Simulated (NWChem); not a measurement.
System: BHBr₂; SMILES BrBBr

Excerpt of the output:

```
             Northwest Computational Chemistry Package (NWChem) 7.3.0
             --------------------------------------------------------

 C2V symmetry detected

                             Geometry "geometry" -> ""
                             -------------------------

 Output coordinates in angstroms (scale by  1.889725989 to convert to a.u.)

  No.       Tag          Charge          X              Y              Z
 ---- ---------------- ---------- -------------- -------------- --------------
    1 B                    5.0000     0.00000000     0.00000000    -0.83697450
    2 H                    1.0000     0.00000000     0.00000000    -2.00854164
    3 Br                  35.0000    -1.61404831     0.00000000     0.08847734
    4 Br                  35.0000     1.61404831     0.00000000     0.08847734

 Effective nuclear repulsion energy (a.u.)     316.6163899161

      Symmetry information
      --------------------

 Group name             C2v
 Group number             16
 Group order               4
 No. of unique centers     3

                                Z-matrix (autoz)
                                --------

 Units are Angstrom for bonds and degrees for angles

      Type          Name      I     J     K     L     M      Value
      ----------- --------  ----- ----- ----- ----- ----- ----------
    1 Stretch                  1     2                       1.17157
    2 Stretch                  1     3                       1.86054
    3 Stretch                  1     4                       1.86054
    4 Bend                     2     1     3               119.82880
    5 Bend                     2     1     4               119.82880
    6 Bend                     3     1     4               120.34240
    7 Torsion                  2     1     3     4         180.00000
    8 Torsion                  2     1     4     3         180.00000
    9 Torsion                  3     1     2     4         180.00000
   10 Torsion                  2     4     1     3         180.00000
   11 Torsion                  3     2     1     4         180.00000
   12 Torsion                  2     3     1     4         180.00000

  pbe96 is a nonlocal functional; adding pw91lda local functional.

                           NWChem Geometry Optimization
                           ----------------------------

 maximum gradient threshold         (gmax) =   0.000450
 rms gradient threshold             (grms) =   0.000300
 maximum cartesian step threshold   (xmax) =   0.001800
 rms cartesian step threshold       (xrms) =   0.001200
 fixed trust radius                (trust) =   0.300000
 source of zmatrix                         =   autoz

          -------------------
          Energy Minimization
          -------------------

 Using diagonal initial Hessian
 Scaling for Hessian diagonals: bonds = 1.00  angles = 0.25  torsions = 0.10

          --------
          Step   0

                                 NWChem DFT Module
                                 -----------------

 Summary of "ao basis" -> "ao basis" (spherical)
 ------------------------------------------------------------------------------
       Tag                 Description            Shells   Functions and Types
 ---------------- ------------------------------  ------  ---------------------
 B                          def2-svp                 6       14   3s2p1d
 H                          def2-svp                 3        5   2s1p
 Br                         def2-svp                12       32   5s4p3d

      Symmetry analysis of basis
      --------------------------

        a1         32
        a2         11
        b1         26
        b2         14

            General Information
            -------------------
          SCF calculation type: DFT
          Wavefunction type:  closed shell.
          No. of atoms     :     4
          No. of electrons :    76
           Alpha electrons :    38
            Beta electrons :    38
          Charge           :     0
          Spin multiplicity:     1
          Use of symmetry is: on ; symmetry adaption is: on
          Maximum number of iterations: 150
          AO basis - number of functions:    83
                     number of shells:    33
          Convergence on energy requested:  1.00D-06
          Convergence on density requested:  1.00D-05
          Convergence on gradient requested:  5.00D-04

              XC Information
              --------------
          PerdewBurkeErnzerhof Exchange Functional  1.000
            Perdew 1991 LDA Correlation Functional  1.000 local
           PerdewBurkeErnz. Correlation Functional  1.000 non-local

             Grid Information
             ----------------
          Grid used for XC integration:  medium
          Radial quadrature: Mura-Knowles
          Angular quadrature: Lebedev.
          Tag              B.-S. Rad. Rad. Pts. Rad. Cut. Ang. Pts.
          ---              ---------- --------- --------- ---------
          B                   0.85       49           7.0       434
          H                   0.35       45           8.0       434
          Br                  1.15      112           9.0       590
          Grid pruning is: on
          Number of quadrature shells:   206
          Spatial weights used:  Erf1

           DFT-D3BJ Model
          s6 scale factor  :        1.000000000000
          s8 scale factor  :        0.787500000000
          a1 parameter     :        0.428900000000
          a2 parameter     :        4.440700000000
              vdW contrib  :       -0.003375461449

      Superposition of Atomic Density Guess
      -------------------------------------

 Sum of atomic energies:       -5169.17489072

      Non-variational initial energy
      ------------------------------

 Total energy =   -5170.086891
 1-e energy   =   -7828.228599
 2-e energy   =    2341.525317
 HOMO         =      -0.361926
 LUMO         =       0.002750

      Symmetry analysis of molecular orbitals - initial
      -------------------------------------------------

  Numbering of irreducible representations:

     1 a1          2 a2          3 b1          4 b2

  Orbital symmetries:

     1 b1          2 a1          3 a1          4 b1          5 b1
     6 a1          7 b1          8 a1          9 b2         10 a2
    11 a1         12 b1         13 a1         14 a1         15 b1
    16 a1         17 b2         18 b1         19 a2         20 a1
    21 b1         22 a1         23 b2         24 a2         25 b1
    26 a1         27 b2         28 a2         29 b1         30 a1
    31 b1         32 a1         33 a1         34 b1         35 b2
    36 a2         37 b1         38 a1         39 b2         40 a1
    41 b1         42 a1         43 a1         44 b1         45 a1
    46 b2         47 a1         48 b1

   convergence    iter        energy       DeltaE   RMS-Dens  Diis-err
 ---------------- ----- ----------------- --------- --------- ---------
 d= 0,ls=0.0,diis     1  -5172.2974151267 -5.49D+03  1.67D-02  6.22D-01
 d= 0,ls=0.0,diis     2  -5172.1447994185  1.53D-01  1.36D-02  1.55D+00
 d= 0,ls=0.0,diis     3  -5172.3512849044 -2.06D-01  3.72D-03  7.36D-02
 d= 0,ls=0.0,diis     4  -5172.3634613245 -1.22D-02  7.09D-04  2.91D-03
 d= 0,ls=0.0,diis     5  -5172.3639440167 -4.83D-04  8.40D-05  3.52D-05
  Resetting Diis
 d= 0,ls=0.0,diis     6  -5172.3639497036 -5.69D-06  1.56D-05  1.71D-06
 d= 0,ls=0.0,diis     7  -5172.3639499412 -2.38D-07  7.55D-06  9.57D-08

         Total DFT energy =    -5172.363949941247
      One electron energy =    -7828.222843523230
           Coulomb energy =     2525.530232216245
    Exchange-Corr. energy =     -186.284353088862
 Nuclear repulsion energy =      316.616389916050

    Dispersion correction =       -0.003375461449

 Numeric. integr. density =       76.000003401828

                  Occupations of the irreducible representations
                  ----------------------------------------------

                     irrep           alpha         beta
                     --------     --------     --------
                     a1               15.0         15.0
                     a2                5.0          5.0
                     b1               13.0         13.0
                     b2                5.0          5.0

                       DFT Final Molecular Orbital Analysis
                       ------------------------------------

[...]

      ----------------------
      Optimization converged
      ----------------------

  Step       Energy      Delta E   Gmax     Grms     Xrms     Xmax
  ---- ---------------- -------- -------- -------- -------- --------
@    4   -5172.36626375 -3.6D-07  0.00009  0.00003  0.00098  0.00170
                                     ok       ok       ok       ok

                                Z-matrix (autoz)
                                --------

 Units are Angstrom for bonds and degrees for angles

      Type          Name      I     J     K     L     M      Value     Gradient
      ----------- --------  ----- ----- ----- ----- ----- ---------- ----------
    1 Stretch                  1     2                       1.20793   -0.00009
    2 Stretch                  1     3                       1.90364   -0.00001
    3 Stretch                  1     4                       1.90364   -0.00001
    4 Bend                     2     1     3               119.17770   -0.00001
    5 Bend                     2     1     4               119.17770   -0.00001
    6 Bend                     3     1     4               121.64460    0.00002
    7 Torsion                  2     1     3     4         180.00000    0.00000
    8 Torsion                  2     1     4     3         180.00000    0.00000
    9 Torsion                  3     1     2     4         180.00000    0.00000
   10 Torsion                  2     4     1     3         180.00000    0.00000
   11 Torsion                  3     2     1     4         180.00000    0.00000
   12 Torsion                  2     3     1     4         180.00000    0.00000

                         Geometry "geometry" -> "geometry"
                         ---------------------------------

 Output coordinates in angstroms (scale by  1.889725989 to convert to a.u.)

  No.       Tag          Charge          X              Y              Z
 ---- ---------------- ---------- -------------- -------------- --------------
    1 B                    5.0000     0.00000000     0.00000000    -0.82918881
    2 H                    1.0000     0.00000000     0.00000000    -2.03711753
    3 Br                  35.0000    -1.66208888     0.00000000     0.09887245
    4 Br                  35.0000     1.66208888     0.00000000     0.09887245

 Effective nuclear repulsion energy (a.u.)     308.1790311098

      Symmetry information
      --------------------

 Group name             C2v
 Group number             16
 Group order               4
 No. of unique centers     3

                Final and change from initial internal coordinates
                --------------------------------------------------

                                Z-matrix (autoz)
                                --------

 Units are Angstrom for bonds and degrees for angles

      Type          Name      I     J     K     L     M      Value       Change
      ----------- --------  ----- ----- ----- ----- ----- ---------- ----------
    1 Stretch                  1     2                       1.20793    0.03636
    2 Stretch                  1     3                       1.90364    0.04310
    3 Stretch                  1     4                       1.90364    0.04310
    4 Bend                     2     1     3               119.17770   -0.65110
    5 Bend                     2     1     4               119.17770   -0.65110
    6 Bend                     3     1     4               121.64460    1.30220
    7 Torsion                  2     1     3     4         180.00000    0.00000
    8 Torsion                  2     1     4     3         180.00000    0.00000
    9 Torsion                  3     1     2     4         180.00000    0.00000
   10 Torsion                  2     4     1     3         180.00000    0.00000
   11 Torsion                  3     2     1     4         180.00000    0.00000
   12 Torsion                  2     3     1     4         180.00000    0.00000

 ==============================================================================
                                internuclear distances
 ------------------------------------------------------------------------------
       center one      |      center two      | atomic units |  angstroms
 ------------------------------------------------------------------------------
    2 H                |   1 B                |     2.28265  |     1.20793
    3 Br               |   1 B                |     3.59735  |     1.90364
    4 Br               |   1 B                |     3.59735  |     1.90364
 ------------------------------------------------------------------------------
                         number of included internuclear distances:          3
 ==============================================================================

[...]

 Rotational Constants
 --------------------
 A=   1.278068 cm-1  (  1.838814 K)
 B=   0.038179 cm-1  (  0.054930 K)
 C=   0.037072 cm-1  (  0.053337 K)

 Temperature                      =   298.15K
 frequency scaling parameter      =   1.0000

 Zero-Point correction to Energy  =    8.378 kcal/mol  (  0.013350 au)
 Thermal correction to Energy     =   10.783 kcal/mol  (  0.017184 au)
 Thermal correction to Enthalpy   =   11.375 kcal/mol  (  0.018128 au)

 Total Entropy                    =   69.694 cal/mol-K
   - Translational                =   41.313 cal/mol-K (mol. weight = 171.8501)
   - Rotational                   =   24.903 cal/mol-K (symmetry #  =        2)
   - Vibrational                  =    3.477 cal/mol-K

 Cv (constant volume heat capacity) =   10.784 cal/mol-K
   - Translational                  =    2.979 cal/mol-K
   - Rotational                     =    2.979 cal/mol-K
   - Vibrational                    =    4.825 cal/mol-K

[normal modes left out]

 ----------------------------------------------------------------------------
 Normal Eigenvalue ||           Projected Infra Red Intensities
  Mode   [cm**-1]  || [atomic units] [(debye/angs)**2] [(KM/mol)] [arbitrary]
 ------ ---------- || -------------- ----------------- ---------- -----------
    1       -0.000 ||    0.000048           0.001         0.046       0.013
    2       -0.000 ||    0.000001           0.000         0.001       0.000
    3       -0.000 ||    0.000001           0.000         0.001       0.000
    4        0.000 ||    0.000002           0.000         0.002       0.000
    5        0.000 ||    0.000002           0.000         0.002       0.000
    6        0.000 ||    0.000000           0.000         0.000       0.000
    7      174.902 ||    0.000022           0.001         0.022       0.006
    8      590.281 ||    0.012460           0.287        12.147       3.371
    9      696.463 ||    0.002624           0.061         2.558       0.710
   10      776.991 ||    0.175664           4.053       171.246      47.530
   11     1001.739 ||    0.182664           4.214       178.070      49.424
   12     2622.580 ||    0.070014           1.615        68.253      18.944
 ----------------------------------------------------------------------------
```

Level: PBE-D3(BJ)/def2-SVP. This build's default masses of Se (78.918 u) and Br (79.917 u) are each other's, which moves their modes by up to 0.6 %.

Task: Which NWChem input produces such a log?

Result: This is not unique; one that fits is the input that was run:
```
start job
memory heap 200 mb stack 900 mb global 1100 mb
geometry units angstroms
  B     -0.638800    -0.386656    -0.416155
  H     -1.513872    -0.916754    -0.986957
  Br    -0.335571     1.431370    -0.669858
  Br     0.441092    -1.367487     0.738617
end
basis spherical
  * library def2-svp
end
dft
  xc xpbe96 cpbe96
  disp vdw 4
  iterations 150
end
driver
  maxiter 120
end
task dft optimize
task dft freq
```
